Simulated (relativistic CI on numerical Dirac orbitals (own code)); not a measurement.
## Radial parameters of Au LXVIII

Calculated at this level of theory: Dirac-Coulomb-Breit CI, KLI orbitals optimised for each configuration, a model potential for QED, unscaled Slater integrals (own radial code, finite nucleus).

Slater integrals F^k, G^k are unscaled and averaged over j, outside the closed core [Ne]; ζ comes from projecting the Hamiltonian with its Breit term on Σ l·s of the shell.

- 3s 3p: G^1(3s,3p) = 748220, ζ(3p) = 2.7144e+06 cm⁻¹; <r>(3s) = 0.1679, <r^2>(3s) = 0.0323, <r>(3p) = 0.1651, <r^2>(3p) = 0.03164 (bohr units).
- 3p2: F^2(3p,3p) = 587500, ζ(3p) = 2.7143e+06 cm⁻¹; <r>(3p) = 0.1652, <r^2>(3p) = 0.03168 (bohr units).
- 3s 3d: G^2(3s,3d) = 471440, ζ(3d) = 364270 cm⁻¹; <r>(3s) = 0.168, <r^2>(3s) = 0.03232, <r>(3d) = 0.1464, <r^2>(3d) = 0.02466 (bohr units).

Averages of the first 10 configurations, taken without configuration mixing, which lowers the lowest level and can move excited configurations by several eV; other configurations of the list can lie among them:

```
Configuration  Parity  States  Average energy above the lowest level (eV)
          3s2    even       1                                         4.2
        3s 3p     odd      12                                       507.4
          3p2    even      15                                      1036.6
        3s 3d    even      20                                       965.6
          3d2    even      45                                      1940.8
        3p 3d     odd      60                                      1483.6
        3p 4s     odd      12                                      4287.0
        3d 4s    even      20                                      4731.4
        3s 4s    even       4                                      3766.4
        3s 4p     odd      12                                      3981.7
```
